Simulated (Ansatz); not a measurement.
Species: C₂H₅NO, SMILES `[H]/N=C\OC` (C–O–C–N torsion 0°) (charge 0, multiplicity 1), formula C₂H₅NO.

Q: How many basis functions does frozen-core CCSD(T)/cc-pVTZ // B3LYP-D3(BJ)/def2-TZVP (Ansatz, an electronic-structure program) use, how many core orbitals are frozen, and how many electrons are correlated?

A: 190 basis functions and 4 frozen orbitals, which leaves 24 correlated electrons. Core time is of the order of minutes.
